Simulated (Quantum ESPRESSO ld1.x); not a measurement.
Values are calculated unless marked as measured or tabulated.
Question: Orbital eigenvalues (eV) of the palladium ion Pd+, [Kr] 4d9, of relativity; Dirac values are averaged over j with weights 2j + 1. Spin-unpolarised spherical Kohn-Sham, PW91, point nucleus, ld1.x of Quantum ESPRESSO 7.5. A level marked "c x" has the speed of light scaled by that factor and shares open shells by 2j + 1; other Dirac levels either fill j = l - 1/2 first or share by 2j + 1.

| shell | non-rel. |
|---|---|
| 1s | -23449 |
| 2s | -3365.1 |
| 2p | -3126.6 |
| 3s | -612.91 |
| 3p | -517.57 |
| 3d | -341.49 |
| 4s | -90.129 |
| 4p | -60.725 |
| 4d | -14.903 |

Give the values at the level "Dirac, c x 1.25".

Answer: 
shell  Dirac, c x 1.25  change of magnitude (%)
1s              -23899                    +1.92
2s             -3472.7                    +3.20
2p             -3157.5                    +0.99
3s             -634.23                    +3.48
3p             -524.01                    +1.24
3d             -338.53                    -0.87
4s             -94.234                    +4.55
4p             -61.908                    +1.95
4d             -14.764                    -0.93
